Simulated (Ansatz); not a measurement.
Reaction (cleavage of the Si–Ge bond): `C=C[SiH](F)[GeH3]` + `S[SiH2]Cl` → `C=C[SiH](F)S[SiH2]Cl` + GeH₄

Gas-phase electronic energies from Ansatz, PBE0-D4/def2-TZVP geometries. CCSD(T)/CBS adds triple-zeta CCSD(T) − MP2 to the extrapolated MP2 energy (def2 sets, frozen cores). Functionals use def2-TZVPP. For Ge outer-core shells are correlated without core-valence functions, which leaves a few kJ/mol of doubt a bond. Scalar relativity is left out up to krypton. One conformer a species, not always the lowest.

| level | ΔE (kJ/mol) | difference from CCSD(T)/CBS |
| --- | --- | --- |
| PBE-D4 | -63.2 | 5.4 |
| r2SCAN-D4 | -70.4 | -1.8 |
| PBE0-D4 | -67.1 | 1.5 |
| PBE | -54.0 | 14.6 |
| PBE0 | -58.7 | 9.9 |
| HF/def2-TZVPP | -63.8 | 4.8 |
| SCS-MP2/def2-TZVPP | -71.9 | -3.3 |
| CCSD(T)/def2-TZVPP | -67.2 | 1.4 |
| MP2/def2-QZVPP | -77.2 | -8.6 |
| MP2/CBS(def2) | -77.6 | -9.0 |
| CCSD(T)/CBS | -68.6 | 0 |

Largest T1 diagnostic among the species: 0.012.

From PBE to PBE0 (25 % exact exchange), in def2-TZVPP and without D4, ΔE moves by −4.7 kJ/mol. The D4 term adds −14.5 kJ/mol with B3LYP and −8.4 kJ/mol with PBE0; it sums over pairs of atoms, weighted by their polarisabilities, and B3LYP, whose exchange is more repulsive, gets the larger term.

B3LYP here is the variant with VWN-RPA as its local correlation; programs differ in this.
